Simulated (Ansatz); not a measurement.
Consider the silylene formation by 1,1-elimination: `CS[SiH2]N` → H₂ + `CS[Si]N`.

Calculated with Ansatz (gas phase, PBE0-D4/def2-TZVP geometries, no zero-point term in ΔE). CCSD(T)/CBS is the MP2 limit (def2-TZVPP, def2-QZVPP) plus CCSD(T) − MP2 in def2-TZVPP, frozen cores. This one scheme is used for every species. Functionals use def2-TZVPP. One conformer a species, not always the lowest.

| level | ΔE (kJ/mol) |
| --- | --- |
| PBE-D4 | 121.8 |
| revPBE-D4 | 115.4 |

What does CCSD(T)/CBS give? (An estimate is asked.)

Computed: +135.5 kJ/mol. The listed levels differ from it by -13.7, -20.1 kJ/mol.

Largest T1 diagnostic among the species: 0.013.

Leaving LDA and LC-ωPBE aside and taking each functional with its dispersion term where it has one, the values, not all of them listed here, spread over 41.5 kJ/mol, from BLYP-D4 to PBE-QIDH. LDA lies +24.0 kJ/mol from PBE without D4. In def2-TZVPP, CCSD(T) changes the Hartree–Fock value by −20.1 kJ/mol (the triples alone add −5.1 kJ/mol) and MP2 by −13.2 kJ/mol.

CCSD(T)/CBS has its own doubt, a few kJ/mol and more with outer-core shells, so smaller differences from it don't rank the levels.
